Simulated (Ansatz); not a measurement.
Coupled-cluster run, CH6BNOS, SMILES `OBNCS`.

```yaml
crystal:
  periodic: [false, false, false]
  atoms:
    - {symbol: O, position_ang: [-1.301801, 1.272705, 0.874627]}
    - {symbol: B, position_ang: [-0.438125, 0.354494, 1.383850]}
    - {symbol: N, position_ang: [0.506085, -0.347461, 0.594834]}
    - {symbol: C, position_ang: [0.835146, -0.129795, -0.781313]}
    - {symbol: S, position_ang: [-0.576496, -0.176119, -1.943853]}
    - {symbol: H, position_ang: [-1.328814, 1.262597, -0.091468]}
    - {symbol: H, position_ang: [-0.475278, 0.123584, 2.558539]}
    - {symbol: H, position_ang: [1.063916, -1.052833, 1.044257]}
    - {symbol: H, position_ang: [1.257221, 0.866057, -0.956656]}
    - {symbol: H, position_ang: [1.575962, -0.859491, -1.106093]}
    - {symbol: H, position_ang: [-1.052317, -1.370640, -1.556225]}
basis:
  gaussian: {orbitals: def2-TZVPP}
correlation: {method: ccsd_t}
```

```sh
$ ansatz run in.yaml --threads 4 --pin off --events-out ev --progress --plain --max-ram 10444MiB
```

Output of Ansatz, abridged:

```
Functional definition: HF
1483 factors; integrals over basis functions are off by at most 1.1e-3 eV
mean field evaluation 1: about -16133.6113 eV, gradient 4.4e1 eV
mean field evaluation 2: about -16133.8585 eV, gradient 4.4e1 eV
mean field evaluation 4: about -16138.0942 eV, gradient 4.1e0 eV
mean field evaluation 8: about -16138.1626 eV, gradient 3.2e-1 eV
mean field -16138.16311449 eV, -593.0665556176 hartree, gradient 2.7e-6 eV, S^2 0.000000; 0 other end points of the search recorded, 0 dependent functions left out
9 core orbitals not correlated: weight in the atoms' cores, before any rotation towards them, 1.000 or more for the frozen orbitals, at most 0.000 for the correlated occupied ones
reference -16138.16311449 eV, -593.0665556176 hartree; 15, 15 occupied and 226, 226 virtual orbitals, 1483 factors
second order -24.58342187 eV of doubles, -0.00000000 eV of singles
cycle   1  -25.01731541 eV  change   -4.3e-1 eV  update   1.0e-1
cycle   2  -25.60481954 eV  change   -5.9e-1 eV  update   3.0e-2
cycle   3  -25.72487142 eV  change   -1.2e-1 eV  update   1.5e-2
cycle   4  -25.71219993 eV  change    1.3e-2 eV  update   3.8e-3
cycle   5  -25.71128904 eV  change    9.1e-4 eV  update   1.8e-3
cycle   6  -25.71178641 eV  change   -5.0e-4 eV  update   5.3e-4
cycle   7  -25.71143571 eV  change    3.5e-4 eV  update   1.8e-4
cycle   8  -25.71138383 eV  change    5.2e-5 eV  update   5.3e-5
cycle   9  -25.71140066 eV  change   -1.7e-5 eV  update   2.0e-5
perturbative correction -1.05672215 eV, -0.0388338227 hartree
Total energy: -16164.93123729 eV, -594.0502659866 hartree
```

It took 110 s on 4 threads of an Arm Neoverse V2 on a shared host, with 5.5 GiB of host memory at the peak.

The correlation energy is -26.768 eV, 3.9 % of it from (T); the T1 diagnostic reads 0.0122.
